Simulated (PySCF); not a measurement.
Isomers of C4H8O3. The calculation used TDDFT CAM-B3LYP/def2-SVPD, vertical, gas phase, core orbitals frozen in the response in PySCF. Geometries: GFN2-xTB; one conformer of each isolated species. Triplets are in the Tamm–Dancoff approximation.

A. `C[C@@H](CO)OC=O`
B. `COC(=O)[C@H](C)O`
C. `CCOC(=O)OC`

Lowest singlet levels (six at most, fewer where fewer were computed) with oscillator strengths:

1. 201 nm (f 0.003); 173 nm (f 0.031); 161 nm (f 0.012); 152 nm (f 0.016); 149 nm (f 0.125); 147 nm (f 0.008); T1 5.64 eV
2. 172 nm (f 0.000); 151 nm (f 0.015); 147 nm (f 0.011); 144 nm (f 0.032); 141 nm (f 0.249); 138 nm (f 0.101); T1 6.76 eV
3. 209 nm (f 0.002); 177 nm (f 0.002); 154 nm (f 0.022); 151 nm (f 0.021); 149 nm (f 0.118); 147 nm (f 0.007); T1 5.38 eV

**Question.** Which spectrum belongs to which structure?

**Answer.** 1 = B, 2 = C, 3 = A.
- A: S1 at 5.93 eV, HOMO→LUMO+1 (48%), HOMO-1→LUMO+1 (42%); Löwdin shares by element: HOMO oxygen 64% or more, carbon 15% or more (atoms not listed hold the other 21%); LUMO oxygen 30% or more, hydrogen 22% or more, carbon 14% or more (atoms not listed hold the other 34%); HOMO -9.61 and LUMO 0.96 eV.
- B: S1 at 6.15 eV, HOMO-1→LUMO (42%), HOMO-1→LUMO+1 (37%); Löwdin shares by element: HOMO oxygen 60% or more, carbon 23% or more (atoms not listed hold the other 17%); LUMO carbon 32% or more, oxygen 29% or more (atoms not listed hold the other 39%); HOMO -9.54 and LUMO 1.01 eV.
- C: S1 at 7.19 eV, HOMO→LUMO+4 (46%), HOMO→LUMO+2 (20%), HOMO→LUMO+3 (14%); Löwdin shares by element: HOMO oxygen 84%, carbon 5% or more; LUMO carbon 54% (atoms not listed hold the other 46%); HOMO -10.01 and LUMO 1.21 eV.
